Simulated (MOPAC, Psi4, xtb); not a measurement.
Two rigid molecules brought together: N2 ··· BF3 (SMILES N#N and FB(F)F), singlet. Monomers: optimised at B3LYP-D3(BJ) (def2-TZVP), held rigid. Orientation: a higher rigid-body minimum at GFN2-xTB. R is the distance of the centres of mass, along which the second monomer moves.

Geometry at R = 2.94 Å (first 2 atoms: monomer A):
```
6

N      0.5455     0.0000     0.0000
N     -0.5455     0.0000     0.0000
F     -2.9110     1.3472    -1.6173
B     -1.8568     1.9739    -1.1409
F     -1.8966     2.5100     0.0601
F     -0.7612     2.0608    -1.8641
```

Levels: AM1, restricted, heats of formation (MOPAC); GFN1-xTB (xtb); SAPT0/jun-cc-pVDZ, frozen core (Psi4).

Interaction energies in kJ/mol:

```
R / Å     AM1  GFN1-xTB
-----  ------  --------
2.31   155.48     20.25
2.53    72.28      2.54
2.78    22.00     -2.95
2.94     7.36     -3.44
3.13     0.77     -3.11
3.31    -0.42     -2.62
3.61    -0.04     -1.94
3.94     0.06     -1.45
4.48    -0.21     -0.93
5.13    -0.24     -0.51
6.11    -0.13     -0.20
7.41    -0.05     -0.07
```

Estimate the SAPT0/jun-cc-pVDZ values at these points.

2.31: 83.12; 2.53: 37.03; 2.78: 12.56; 2.94: 5.12; 3.13: 0.61; 3.31: -1.28; 3.61: -2.08; 3.94: -1.79; 4.48: -1.03; 5.13: -0.50; 6.11: -0.19; 7.41: -0.07 (kJ/mol).
